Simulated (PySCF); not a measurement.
Ga(Me)2 (C2H6Ga), SMILES [CH3][Ga+][CH3], charge +1.

Coordinates come from a r2SCAN-D4/def2-SVP optimisation. The geometry has at least one imaginary mode, so it is a saddle point at that level. The multiplicity is an assumed one; other spin states were not compared. The isomer is the one that the SMILES or the coordinates give; other isomers of the formula were not compared.

Two levels are set side by side: TDA-PBE/def2-SVPD (PySCF) and TDA-CAM-B3LYP/def2-SVPD (PySCF). Vertical, same geometry. The lowest singlet is HOMO→LUMO+1 99 % with PBE and HOMO→LUMO 99 % with the other functional; states are paired by order. Differences are taken from unrounded values.

```csv
quantity,TDA-PBE
lowest singlet excitation (eV),5.83
lowest triplet excitation (TDA) (eV),5.45
first bright state (f over 0.05) (eV),7.55
its oscillator strength,0.11
```

Task: These are the TDA-PBE values. What does TDA-CAM-B3LYP give? (Estimate from the structure and the level; the computed values follow.)

Result: 
| quantity | TDA-CAM-B3LYP | TDA-PBE minus TDA-CAM-B3LYP |
|---|---|---|
| lowest singlet excitation (eV) | 6.07 | -0.24 |
| lowest triplet excitation (TDA) (eV) | 5.66 | -0.21 |
| first bright state (f over 0.05) (eV) | 8.02 | -0.48 |
| its oscillator strength | 0.40 | -0.29 |

A lower first singlet is the usual sign of a functional without exact exchange. Differences between two approximate levels are no errors against the true value.

Rough cost on one machine, each run with all the roots and properties that it gave: TDA-CAM-B3LYP against TDA-PBE about 5 times.
